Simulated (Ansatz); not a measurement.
Reaction (ligand exchange at a B–C bond): `FCBCl` + CH₃NH₂ → `CNBCl` + `CF`

Isolated molecules relaxed with PBE0-D4/def2-TZVP in Ansatz; ΔE leaves out vibrations. CCSD(T)/CBS is the MP2 limit (def2-TZVPP, def2-QZVPP) plus CCSD(T) − MP2 in def2-TZVPP, frozen cores. This one scheme is used for every species. Functionals use def2-TZVPP. B3LYP here is the variant with VWN-RPA as its local correlation; programs differ in this. Each species was taken in one conformer, which may not be the lowest.

Q: Is it downhill or uphill in electronic energy at CCSD(T)/CBS, and by how much? (Estimate.)

A: Computed: Downhill: ΔE = -35.8 kcal/mol.

Q: What do these levels give: PBE-D4, r2SCANh-D4, BHLYP-D4, ωB97X-V, B2PLYP, PBE, BLYP, B3LYP, r2SCAN0, HF/def2-SVP, HF/def2-TZVPP, SCS-MP2/def2-QZVPP? (An estimate is asked.)

A: Ansatz gave: PBE-D4 -34.8, r2SCANh-D4 -35.5, BHLYP-D4 -36.3, ωB97X-V -34.9, B2PLYP -36.2, PBE -34.6, BLYP -35.2, B3LYP -35.7, r2SCAN0 -35.6, HF/def2-SVP -37.5, HF/def2-TZVPP -35.8, SCS-MP2/def2-QZVPP -36.6 kcal/mol.

Largest T1 diagnostic among the species: 0.012.

From BLYP to BHLYP (50 % exact exchange), in def2-TZVPP and without D4, ΔE moves by −0.8 kcal/mol. At CCSD(T), def2-SVP lies −2.7 kcal/mol from the extrapolated value and def2-TZVPP −0.2 kcal/mol.
